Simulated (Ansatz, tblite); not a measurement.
Forces on In5P5H18, a cluster cut from wurtzite InP (hydrogen-capped) at its r2SCAN-D4/def2-SVP geometry. Charge 0, multiplicity 1.

In the def2 sets In takes a core potential; there is no spin–orbit coupling. The xTB rows come from tblite.

GFN1-xTB (tblite), largest force 0.89 eV/Å:

```xyz
28
positions Å, forces eV/Å
P    -0.064    3.632   -2.028   -0.087    0.102   -0.023
In   -0.231    3.436    0.624    0.296   -0.593   -0.595
P     0.274    0.889    0.927    0.098    0.326    0.341
In    0.604    0.240    3.438    0.256   -0.433   -0.735
P     1.484   -2.259    3.163   -0.046   -0.056    0.115
In   -1.291    2.357   -3.962    0.455   -0.201    0.587
P    -0.901   -0.024   -2.849   -0.130    0.127   -0.283
In   -1.294   -0.643   -0.344    0.745   -0.100   -0.338
P    -0.122   -2.975   -0.250   -0.012   -0.318    0.109
In    0.476   -4.350    1.943    0.215    0.708   -0.212
H    -0.277    5.008   -2.322    0.346   -0.504    0.035
H     1.317    3.610   -2.366   -0.577    0.240    0.080
H     1.131    4.324    1.202   -0.142    0.149    0.122
H    -1.902    3.672    0.975    0.074    0.150    0.099
H     1.532    0.664    0.298   -0.415    0.016    0.142
H     1.970    1.107    4.040   -0.120    0.063    0.197
H    -0.963    0.077    4.136    0.086    0.103    0.140
H     2.841   -2.185    2.744   -0.486   -0.110    0.386
H     1.751   -2.717    4.484    0.168    0.175   -0.562
H    -0.298    2.390   -5.371   -0.165    0.057   -0.082
H    -2.977    2.655   -3.802    0.063    0.004   -0.154
H     0.442   -0.413   -3.110   -0.661   -0.057   -0.012
H    -1.536   -1.025   -3.635    0.524    0.273    0.247
H    -2.961   -0.725    0.063   -0.342   -0.027    0.072
H     1.073   -2.807   -1.001   -0.625   -0.196    0.109
H    -0.798   -3.822   -1.172    0.500    0.363    0.168
H    -1.039   -4.706    2.675    0.099   -0.129   -0.036
H     1.760   -5.411    1.501   -0.116   -0.131    0.083
```

GFN2-xTB (tblite), largest force 0.64 eV/Å:

```
P 0.194 0.356 -0.154
In 0.136 0.061 -0.149
P 0.383 0.222 0.138
In 0.180 -0.108 0.001
P 0.319 -0.122 0.267
In 0.171 0.010 0.023
P 0.032 -0.189 -0.457
In 0.026 -0.224 -0.262
P 0.091 -0.411 -0.261
In 0.155 0.070 -0.029
H 0.213 -0.595 0.120
H -0.576 0.116 0.102
H -0.196 -0.095 -0.005
H 0.192 0.007 0.031
H -0.500 0.041 0.195
H -0.207 -0.053 -0.043
H 0.172 0.084 -0.036
H -0.526 -0.078 0.270
H -0.002 0.225 -0.602
H -0.170 0.004 0.097
H 0.171 -0.033 -0.111
H -0.577 0.053 0.032
H 0.411 0.355 0.339
H 0.044 0.040 0.032
H -0.527 -0.139 0.201
H 0.396 0.411 0.290
H 0.177 -0.054 -0.092
H -0.180 0.044 0.062
```

PBE-D4/def2-SVP (Ansatz), largest force 0.26 eV/Å:

```
P -0.132 -0.187 0.117
In -0.001 -0.014 -0.032
P -0.103 0.022 0.056
In 0.003 -0.029 -0.018
P -0.204 0.090 -0.127
In 0.014 -0.006 0.010
P -0.079 0.194 0.135
In 0.042 0.002 -0.011
P -0.052 0.090 0.227
In 0.009 0.014 -0.008
H -0.032 0.205 -0.050
H 0.206 -0.005 -0.051
H 0.129 0.071 0.048
H -0.150 0.010 0.023
H 0.163 -0.031 -0.083
H 0.127 0.077 0.044
H -0.141 -0.022 0.050
H 0.202 0.010 -0.065
H 0.041 -0.074 0.196
H 0.096 -0.001 -0.126
H -0.155 0.023 0.029
H 0.186 -0.068 -0.043
H -0.079 -0.148 -0.118
H -0.145 -0.007 0.035
H 0.163 0.017 -0.119
H -0.085 -0.122 -0.141
H -0.144 -0.019 0.065
H 0.120 -0.092 -0.045
```
